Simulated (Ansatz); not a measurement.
Reaction (isomerisation): `N#C[SiH2]CF` → `C[SiH]1N=C1F`

Gas-phase electronic energies from Ansatz, PBE0-D4/def2-TZVP geometries. CBS: MP2 limit from def2 TZ/QZ plus the TZ coupled-cluster correction, frozen cores. Functionals use def2-TZVPP. HSE06 is defined as in plane-wave codes. One conformer a species, not always the lowest.

Is it downhill or uphill in electronic energy at CCSD(T)/CBS, and by how much? (Estimate.)

The calculation gave: Uphill: ΔE = +56.6 kJ/mol.

What do these levels give: revPBE-D4, r2SCANh-D4, HSE06-D4, BHLYP-D4, ωB97M-V, revPBE, BLYP, PBE0, LC-ωPBE, RPA@PBE/def2-TZVPP, MP2/def2-TZVPP, HF/def2-QZVPP? (Estimate.)

Ansatz gave: revPBE-D4 29.9, r2SCANh-D4 28.7, HSE06-D4 25.6, BHLYP-D4 59.4, ωB97M-V 43.5, revPBE 33.5, BLYP 56.8, PBE0 26.7, LC-ωPBE 31.3, RPA@PBE/def2-TZVPP 69.1, MP2/def2-TZVPP 57.9, HF/def2-QZVPP 90.3 kJ/mol.

Largest T1 diagnostic among the species: 0.014.

Leaving LDA and LC-ωPBE aside and taking each functional with its dispersion term where it has one, the values, not all of them listed here, spread over 36.6 kJ/mol, from PBE-D4 to B2PLYP. LDA lies −32.6 kJ/mol from PBE without D4. From BLYP to BHLYP (50 % exact exchange), in def2-TZVPP and without D4, ΔE moves by +3.5 kJ/mol.
